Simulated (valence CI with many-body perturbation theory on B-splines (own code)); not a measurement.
**Tl⁹⁺ in three bases**

Computed by configuration interaction combined with many-body perturbation theory (CI+MBPT): four valence electrons over a frozen Dirac-Fock core [Xe] 4f14, a basis of 7 s, 7 p, 8 d, 6 f, 4 g, 1 h functions for each j, with the one-electron correlation potential Σ1 (screened to all orders), the two-electron term Σ2, the three-electron term Σ3, Breit, model QED; selected single and double excitations, second order for the rest, scaled by the run's own slope (own B-spline code, finite nucleus).

No measured levels were compared; by estimate terms of the open shell hold to 2 to 4 % of their energy, and close levels can change places. Only levels of the ground parity were solved; by the run's estimate the other parity begins above the list, which can be wrong where configurations are misplaced.

The reference run has the lowest level (5d3/2^4) J=0 and an ionisation energy of 158.476 eV. Its largest variational space holds 19997 state functions.

Levels are named by their leading jj configuration (3d3/2^4 stands for four electrons in 3d with j = 3/2), which in mixed levels can hold well under half, so a name can repeat and another be missing. Letters in brackets count levels of one name in rising energy.

Changed runs:
A. basis 6 s, 6 p, 5 d, 5 f, 1 g
B. basis 5 s, 5 p, 4 d, 4 f

Excitation energies of the reference run in cm⁻¹, and shifts in cm⁻¹:

```
                    Level  Reference       A       B
      (5d3/2^3 5d5/2) J=1      14611    -168    -344
      (5d3/2^3 5d5/2) J=2      24093    -193    -320
      (5d3/2^3 5d5/2) J=3      29505    -137    -112
      (5d3/2^3 5d5/2) J=4      29685     +19    +337
(5d3/2^2 5d5/2^2) J=0 [a]      42501     -36    +0.8
(5d3/2^2 5d5/2^2) J=4 [a]      44528     -73    +214
(5d3/2^2 5d5/2^2) J=3 [a]      48678     +23    +622
(5d3/2^2 5d5/2^2) J=2 [a]      49312    +114    +835
    (5d3/2^2 5d5/2^2) J=5      52884     +44    +755
    (5d3/2^2 5d5/2^2) J=1      54728     +52    +564
    (5d3/2^2 5d5/2^2) J=6      56754    +102    +968
(5d3/2^2 5d5/2^2) J=4 [b]      61223    +113    +924
   Ionisation energy (eV)    158.476  -0.067  -0.131
```
